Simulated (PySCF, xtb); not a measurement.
WF2H4, SMILES [F][WH4][F], multiplicity 1.

GFN2-xTB (xtb 6.7.1) at its own geometry gives an orbital gap of 4.97 eV and a dipole moment of 2.31 D.

The structure is a stationary point at PBE0-D3(BJ)/def2-TZVP. A frequency run showed that this geometry is not a minimum. The multiplicity is an assumed one; no other spin state was optimised. The structure was generated by enumeration; whether it is a known compound was not checked. The def2 effective core potentials stand for the cores of W; spin–orbit coupling is left out.

What does r2SCAN/def2-TZVPD run with PySCF give? (Estimate from the structure and the level; the computed values follow.)

gap 2.85 eV (levels -7.12 and -4.27 eV), dipole 0.25 D.
